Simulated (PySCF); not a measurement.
F3H4NSi2. Atoms are numbered in the order given.

```xyz
10

F      0.3838     1.6969    -1.2742
Si     0.0262     0.7890     0.0000
F     -1.5567     0.5185     0.0000
F      0.3838     1.6969     1.2742
N      0.7880    -0.7204     0.0000
Si     0.0008    -2.3011     0.0000
H      1.8051    -0.7338     0.0000
H      1.0995    -3.3048     0.0000
H     -0.8490    -2.4792    -1.2086
H     -0.8490    -2.4792     1.2086
```

Coordinates come from a B3LYP-D3(BJ)/def2-SVP optimisation. One conformer was computed; it need not be the lowest.

The numbers are results of HF/def2-TZVP in PySCF, not measurements.

The molecule is in vacuum.

```json
{
 "total_energy": "-933.42812 hartree",
 "point_group": "Cs",
 "highest_occupied_level": "-12.01 eV",
 "lowest_empty_level": "2.67 eV",
 "orbital_gap": "14.69 eV",
 "dipole_moment": "2.72 D",
 "quadrupole, principal values (traceless, Buckingham form, about the centre of nuclear charge)": "-3.36, -1.45, 4.81 D·Å",
 "mean_static_polarisability": "47.0 bohr³ (6.97 Å³)",
 "polarisability_principal_values": "43.9, 45.2, 52.0 bohr³"
}
```
